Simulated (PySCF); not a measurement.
Screening by computed properties: pick the candidate that meets the target.

Each SMILES stands for a single optimised conformer of the isolated species, non-relativistic unless stated; the electronic structure was computed with PySCF and density fitting.

The conformers computed, where there is a choice (atom-mapped SMILES and torsion angles):
- `[SiH3:1][CH2:2][SiH2:3][NH:4][SiH3:5]`: Si1–C2–Si3–N4 -55°, C2–Si3–N4–Si5 -55°
- `[CH:1]#[C:2][CH2:3][P@H+:4]([PH2:5])[CH2:6][CH3:7]`: C2–C3–P4–P5 -65°, C3–P4–C6–C7 177°, H–P5–P4–C3 149°, H–P5–P4–C3 56°
- `[CH3:1][CH2:2][O:3][C:4](=[O:5])[O:6][CH3:7]`: C1–C2–O3–C4 -80°, C2–O3–C4–O5 -2°, O3–C4–O6–C7 180°
- `[CH2:1]=[CH:2][C:3]([Cl:4])([Cl:5])[Cl:6]`: C1–C2–C3–Cl4 0°
- `[CH3:1][NH:2][SiH:3]([SiH3:4])[SiH3:5]`: C1–N2–Si3–Si4 53°

Question: Wanted: static isotropic polarisability below 99 au (CAM-B3LYP/def2-SVPD) and lowest triplet excitation (Tamm–Dancoff) below 5.2 eV (TDA CAM-B3LYP/def2-SVPD), at GFN2-xTB geometries. Which candidate meets both?
A. `CN[SiH]([SiH3])[SiH3]`
B. `C#CC[P@H+](P)CC`
C. `C=CC(Cl)(Cl)Cl`
D. `CCOC(=O)OC`
E. `[SiH3]C[SiH2]N[SiH3]`

Answer: C. Computed values:
| species | static isotropic polarisability | lowest triplet excitation (Tamm–Dancoff) |
| --- | --- | --- |
| CCOC(=O)OC | 60.8 au | 6.76 eV |
| C=CC(Cl)(Cl)Cl | 78.3 au | 4.32 eV |
| [SiH3]C[SiH2]N[SiH3] | 98.3 au | 5.90 eV |
| C#CC[P@H+](P)CC | 100.0 au | 5.39 eV |
| CN[SiH]([SiH3])[SiH3] | 108.3 au | 4.98 eV |

Question: Wanted: electronic spatial extent ⟨r²⟩ about the centre of nuclear charge below 940 bohr² (CAM-B3LYP/def2-SVPD) and HOMO energy below -8.4 eV (CAM-B3LYP/def2-SVPD), at GFN2-xTB geometries. Which candidate meets both?
A. `CN[SiH]([SiH3])[SiH3]`
B. `CCOC(=O)OC`
C. `C=CC(Cl)(Cl)Cl`
D. `C#CC[P@H+](P)CC`
E. `[SiH3]C[SiH2]N[SiH3]`

Answer: B. Computed values:
```csv
species,electronic spatial extent ⟨r²⟩ about the centre of nuclear charge,HOMO energy
CCOC(=O)OC,907 bohr²,-10.01 eV
C=CC(Cl)(Cl)Cl,968 bohr²,-9.76 eV
[SiH3]C[SiH2]N[SiH3],1196 bohr²,-8.72 eV
CN[SiH]([SiH3])[SiH3],1210 bohr²,-8.13 eV
C#CC[P@H+](P)CC,1381 bohr²,-13.42 eV
```
